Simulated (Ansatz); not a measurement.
Input for Ansatz (an electronic-structure program): U-B3LYP-D3(BJ)/def2-TZVP on SiC, 2S+1 = 3.

Ansatz 0.2 input:
```yaml
crystal:
  periodic: [false, false, false]
  atoms:
    - {symbol: Si, position_ang: [0.00000000, 0.00000000, 0.00000000]}
    - {symbol: C, position_ang: [0.00000000, 0.00000000, 1.77600000]}
basis:
  gaussian:
    orbitals: def2-TZVP
hamiltonian:
  xc: b3lyp
  dispersion: d3bj
magnetization: {spin_polarized: true, initial_magnetization: 2}
relax: {f_tol: 0.003, max_steps: 120}
```

The log:

```
WARN ansatz: RAYON_NUM_THREADS=1 ignored (pool sized by the plan → 1); use --threads N
Functional definition: B3LYP
integrals: 0.01 GiB planned
441 factors; their error is unknown
mean field: 0.16 GiB planned
mean field evaluation 1: about -8901.3924 eV, gradient 3.5e1 eV
mean field evaluation 2: about -8857.5150 eV, gradient 7.1e1 eV
mean field evaluation 4: about -8909.1414 eV, gradient 3.2e0 eV
mean field evaluation 8: about -8909.2266 eV, gradient 1.1e-1 eV
mean field evaluation 16: about -8909.2563 eV, gradient 1.6e-4 eV
mean field evaluation 32: about -8909.2563 eV, gradient 2.9e-6 eV
mean field -8909.25628615 eV, -327.4091296052 hartree, gradient 7.0e-6 eV, S^2 2.043837; 4 other end points of the search recorded, 0 dependent functions left out
the calculation of the forces begins
reference -8909.25645848 eV, -327.4091359382 hartree; 11, 9 occupied and 57, 59 virtual orbitals, 441 factors
relax step   1: F+E_penalty+E_count = -8909.31837997 eV  Δ(F+E_penalty+E_count) = +0.000e0 eV  max|allowed force component| = 1.579e0 eV/Å  Δτ_max = 0.0000 Å  (110 SCF iters, accepted)
these checks for a lower state are left out or cut short: starts, cluster_reference, orbital_swaps, neighbouring_geometries, increment
integrals: 0.01 GiB planned
441 factors; their error is unknown
mean field: 0.16 GiB planned
mean field -8909.29626779 eV, -327.4105989034 hartree, gradient 1.7e-5 eV, S^2 2.035721; 0 other end points of the search recorded, 0 dependent functions left out
the calculation of the forces begins
reference -8909.29643953 eV, -327.4106052149 hartree; 11, 9 occupied and 57, 59 virtual orbitals, 441 factors
relax step   2: F+E_penalty+E_count = -8909.35839628 eV  Δ(F+E_penalty+E_count) = -4.002e-2 eV  max|allowed force component| = 8.056e-1 eV/Å  Δτ_max = 0.0166 Å  (53 SCF iters, accepted)
these checks for a lower state are left out or cut short: starts, cluster_reference, orbital_swaps, neighbouring_geometries, increment
integrals: 0.01 GiB planned
441 factors; their error is unknown
mean field: 0.16 GiB planned
mean field evaluation 64: about -8909.3081 eV, gradient 1.4e-5 eV
mean field -8909.30809849 eV, -327.4110336737 hartree, gradient 1.4e-5 eV, S^2 2.029750; 0 other end points of the search recorded, 0 dependent functions left out
the calculation of the forces begins
reference -8909.30826964 eV, -327.4110399632 hartree; 11, 9 occupied and 57, 59 virtual orbitals, 441 factors
relax step   3: F+E_penalty+E_count = -8909.37025863 eV  Δ(F+E_penalty+E_count) = -1.186e-2 eV  max|allowed force component| = 1.035e-1 eV/Å  Δτ_max = 0.0163 Å  (58 SCF iters, accepted)
these checks for a lower state are left out or cut short: starts, cluster_reference, orbital_swaps, neighbouring_geometries, increment
integrals: 0.01 GiB planned
441 factors; their error is unknown
mean field: 0.16 GiB planned
mean field -8909.30827883 eV, -327.4110403010 hartree, gradient 2.0e-5 eV, S^2 2.030298; 0 other end points of the search recorded, 0 dependent functions left out
the calculation of the forces begins
reference -8909.30845004 eV, -327.4110465928 hartree; 11, 9 occupied and 57, 59 virtual orbitals, 441 factors
relax step   4: F+E_penalty+E_count = -8909.37043578 eV  Δ(F+E_penalty+E_count) = -1.772e-4 eV  max|allowed force component| = 1.174e-3 eV/Å  Δτ_max = 0.0017 Å  (56 SCF iters, accepted)
integrals: 0.01 GiB planned
441 factors; their error is unknown
mean field: 0.16 GiB planned
mean field evaluation 96: about -8909.3083 eV, gradient 1.5e-4 eV
mean field -8909.30827883 eV, -327.4110403010 hartree, gradient 1.7e-5 eV, S^2 2.030298; 2 other end points of the search recorded, 0 dependent functions left out
the calculation of the forces begins
reference -8909.30845004 eV, -327.4110465928 hartree; 11, 9 occupied and 57, 59 virtual orbitals, 441 factors
Total energy: -8909.37060699 eV, -327.4133308187 hartree
Atom 0 at     0.000000    -0.000000     0.031195 Å, force     0.000000     0.000000    -0.001179 eV/Å
Atom 1 at    -0.000000     0.000000     1.744805 Å, force    -0.000000    -0.000000     0.001179 eV/Å
Dipole moment:     0.000000    -0.000000    -0.361254 e Å
```

The calculation finished and met its thresholds.

Cost: roughly 6 core-seconds.
